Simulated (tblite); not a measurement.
C4H2O3.
Structure used (GFN2-xTB), in Å, numbered top down from 1:
```
atom  x, y, z in Å
O1    -2.5719   -0.2346    0.1308
C2    -1.3809   -0.1639    0.0776
C3    -0.2431   -1.0846    0.2510
C4     0.6895   -0.1174    0.0024
O5     2.0044   -0.1057   -0.0421
C6    -0.3445    0.9474   -0.2064
O7    -0.3016    2.1134   -0.4717
H8    -0.1753   -2.1291    0.4859
H9     2.3371    0.7806   -0.2526
```

The geometry is computed with GFN2-xTB (gas phase).

Masses are those of the commonest isotopes; rigid-rotor values at the optimised geometry. The values belong to one conformer with, in the numbering `[O:1]=[c:2]1[cH:3][c:4]([OH:5])[c:6]1=[O:7]`, C3–C4–O5–H 180°.

What are A, B and C (cm⁻¹)?

Ia = 102.77, Ib = 200.97, Ic = 303.73 u·Å²; 505379 MHz·u·Å²/I gives 4918, 2515 and 1664 MHz, that is A = 0.16404, B = 0.08388, C = 0.05550 cm⁻¹.

Classify the top.

An asymmetric top: κ = (2 × 2515 − 4918 − 1664)/(4918 − 1664) = -0.48.

Is it planar, by Δ = Ic − Ia − Ib?

Planar: Δ = Ic − Ia − Ib = 0.00 u·Å². For a rigid frame Δ = −2 Σ m c², so it vanishes when all atoms lie in the ab plane; here none is more than 0.01 Å from it.

List the rotational levels J(Ka,Kc) to J = 5 (K).

Above 0(0,0), as E/k:
J = 1: 1(0,1) 0.201, 1(1,1) 0.316, 1(1,0) 0.357
J = 2: 2(0,2) 0.593, 2(1,2) 0.676, 2(1,1) 0.799, 2(2,1) 1.145, 2(2,0) 1.154
J = 3: 3(0,3) 1.161, 3(1,3) 1.211, 3(1,2) 1.455, 3(2,2) 1.746, 3(2,1) 1.789, 3(3,1) 2.430, 3(3,0) 2.431
J = 4: 4(0,4) 1.890, 4(1,4) 1.917, 4(1,3) 2.317, 4(2,3) 2.541, 4(2,2) 2.656, 4(3,2) 3.247, 4(3,1) 3.256, 4(4,1) 4.185, 4(4,0) 4.185
J = 5: 5(0,5) 2.777, 5(1,5) 2.789, 5(1,4) 3.368, 5(2,4) 3.524, 5(2,3) 3.754, 5(3,3) 4.270, 5(3,2) 4.303, 5(4,2) 5.207, 5(4,1) 5.209, 5(5,1) 6.410, 5(5,0) 6.410
Those of J = 1 are B + C, A + C and A + B.

Estimate the classical rotational partition function at 10 K, 200 K and 298.15 K.

Point group Cs, symmetry number σ = 1; q = (√π/σ)·√((kT/h)³/(ABC)), k/h = 20836.6 MHz/K: 1180 at 10 K, 105000 at 200 K, 191000 at 298.15 K.

Its GFN2-xTB frequencies are all real (lowest 89 cm⁻¹). These are rigid-rotor constants of the computed structure; measured ground-state constants (B0) also hold zero-point vibration.
